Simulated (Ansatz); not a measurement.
Reaction (formal exchange of groups at the Si–C bond): `NC(=O)[SiH3]` + `C[SiH](O)P` → `O[SiH]([SiH3])P` + `CC(N)=O`

Computed with Ansatz on PBE0-D4/def2-TZVP structures; ΔE is electronic, products minus reactants. CBS: MP2 limit from def2 TZ/QZ plus the TZ coupled-cluster correction, frozen cores. Functionals use def2-TZVPP. B3LYP here is the variant with VWN-RPA as its local correlation; programs differ in this. Each species was taken in one conformer, which may not be the lowest.

`NC(=O)[SiH3]`:

```xyz
9

N    -0.559    0.341    1.415
C    -0.696   -0.260    0.210
O    -1.683   -0.898   -0.101
Si    0.732   -0.101   -1.069
H    -1.305    0.261    2.090
H     0.263    0.864    1.655
H     1.205   -1.469   -1.386
H     0.179    0.552   -2.279
H     1.864    0.709   -0.536
```

`C[SiH](O)P`:

Z-matrix (Å, degrees):
```
C
Si 1 1.865
H 1 1.093 2 110.5
H 1 1.093 2 111.5 3 120.0
H 1 1.093 2 110.3 3 -119.7
O 2 1.652 1 112.1 3 174.5
P 2 2.258 1 107.8 3 -59.1
H 2 1.484 1 110.6 3 58.3
H 6 0.958 2 117.5 1 73.9
H 7 1.420 2 94.1 1 -164.6
H 7 1.423 2 93.6 1 -70.5
```

`O[SiH]([SiH3])P`:

Z-matrix (Å, degrees):
```
Si
Si 1 2.336
P 1 2.260 2 113.3
O 1 1.654 2 106.6 3 -121.4
H 1 1.494 2 110.9 3 117.2
H 2 1.488 1 112.4 3 -180.0
H 2 1.488 1 109.7 3 58.5
H 2 1.489 1 108.2 3 -59.8
H 3 1.420 1 95.5 2 -32.3
H 3 1.421 1 92.7 2 62.1
H 4 0.959 1 117.4 2 177.5
```

`CC(N)=O`:

Cartesian coordinates in Å:
```
C 0.330 0.068 1.049
C 0.269 0.335 -0.435
N -0.666 -0.371 -1.121
O 1.002 1.133 -0.977
H 0.056 0.984 1.575
H -0.323 -0.741 1.380
H 1.360 -0.167 1.316
H -1.277 -1.028 -0.675
H -0.751 -0.213 -2.110
```

```csv
level,ΔE (kcal/mol),difference from CCSD(T)/CBS
PBE-D4,0.2,-1.6
r2SCAN-D4,1.3,-0.5
PBE0-D4,-0.6,-2.4
B3LYP-D4,1.5,-0.3
ωB97X-V,0.8,-1.0
ωB97M-V,2.8,1.0
B2PLYP,2.2,0.4
PBE,0.3,-1.5
r2SCAN,1.3,-0.5
PBE0,-0.5,-2.3
B3LYP,1.6,-0.2
HF/def2-TZVPP,-0.2,-2.0
MP2/def2-TZVPP,3.0,1.2
SCS-MP2/def2-TZVPP,2.7,0.9
CCSD/def2-TZVPP,1.1,-0.7
CCSD(T)/def2-TZVPP,1.5,-0.3
HF/def2-QZVPP,0.0,-1.8
MP2/def2-QZVPP,3.2,1.4
SCS-MP2/def2-QZVPP,2.9,1.1
HF/CBS(def2),0.0,-1.8
MP2/CBS(def2),3.2,1.4
CCSD/CBS(def2),1.4,-0.4
CCSD(T)/CBS,1.8,0
```

Largest T1 diagnostic among the species: 0.016.

From PBE to PBE0 (25 % exact exchange), in def2-TZVPP and without D4, ΔE moves by −0.8 kcal/mol. In def2-TZVPP, CCSD(T) changes the Hartree–Fock value by +1.7 kcal/mol (the triples alone add +0.4 kcal/mol) and MP2 by +3.1 kcal/mol.
